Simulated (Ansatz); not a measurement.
A nudged elastic band was laid between two geometries of C2H6BFN2 (12 atoms, charge 0, multiplicity 1).

These are results of RKS r2SCAN-D4/STO-3G (Ansatz 0.2.0), not measurements.

```
movable images  : 7
climbing image  : yes
spring          : 5.0 eV/Å²
optimiser       : quadratic models (default)
start path      : IDPP
force threshold : 0.05 eV/Å
iteration limit : 60
end points      : relaxed
```

Initial state:

```xyz
12
Properties=species:S:1:pos:R:3
N -2.076 0.100 0.777
C -0.788 -0.174 0.733
C 0.037 0.171 -0.525
N 0.666 -1.082 -1.152
B 1.156 1.265 -0.183
F 2.420 0.918 -0.140
H -2.416 -0.267 1.733
H -0.218 -0.695 1.535
H -0.672 0.594 -1.264
H -0.137 -1.782 -1.176
H 1.256 -1.486 -0.362
H 0.848 2.382 0.057
```

Final state:

```xyz
12
Properties=species:S:1:pos:R:3
N -1.874 0.364 1.177
C -0.671 -0.125 0.967
C -0.026 -0.031 -0.431
N 0.747 -1.331 -0.673
B 0.961 1.234 -0.429
F 2.257 1.057 -0.500
H -2.078 0.179 2.219
H -0.027 -0.627 1.721
H -0.852 0.157 -1.154
H 1.135 -1.211 -1.656
H -0.015 -2.052 -0.847
H 0.519 2.329 -0.357
```

(1) What changes between the two ends?

(2) What energy profile does the band end with?

(3) What is the geometry of the highest image?

(4) What are the harmonic wavenumbers there?

Results:

(1) No bond is made or broken. The dihedral C2–C3–N4–H10 goes from 47 to 178°.

(2) It converged. The highest image is number 4 of 0 to 8, 4.1 kcal/mol above the first end and 3.3 kcal/mol above the last; the last end lies 0.9 kcal/mol above the first. A vibrational analysis at the climbing image gives one clearly imaginary mode, 308i cm⁻¹: a first-order saddle point. Limits of this set-up: minimal basis.

```
image  path coordinate (Å)  energy (kcal/mol)  dihedral C2–C3–N4–H10 (°)
    0                 0.00                0.0                         47
    1                 0.38                0.5                         62
    2                 0.75                1.9                         79
    3                 1.13                3.4                         96
    4                 1.50                4.1                        114
    5                 1.86                3.6                        131
    6                 2.21                2.3                        148
    7                 2.57                1.2                        164
    8                 2.93                0.9                        178
```

(3) 
```xyz
12
Properties=species:S:1:pos:R:3
N -1.869 0.209 1.131
C -0.615 -0.126 0.917
C 0.006 0.046 -0.480
N 0.789 -1.231 -0.900
B 0.992 1.317 -0.476
F 2.284 1.144 -0.592
H -2.047 0.000 2.174
H 0.081 -0.539 1.681
H -0.832 0.254 -1.175
H 0.226 -1.592 -1.726
H 0.507 -1.947 -0.164
H 0.555 2.410 -0.355
```

(4) 308i, 45, 79, 192, 283, 333, 437, 662, 774, 814, 964, 1025, 1067, 1141, 1214, 1234, 1253, 1369, 1392, 1461, 1490, 1570, 1735, 1863, 2986, 3287, 3326, 3433, 3447, 3641 cm⁻¹.

Run time: 3.4 min on 1 thread of Arm Neoverse V1, on a shared host, peak memory 0.12 GiB.
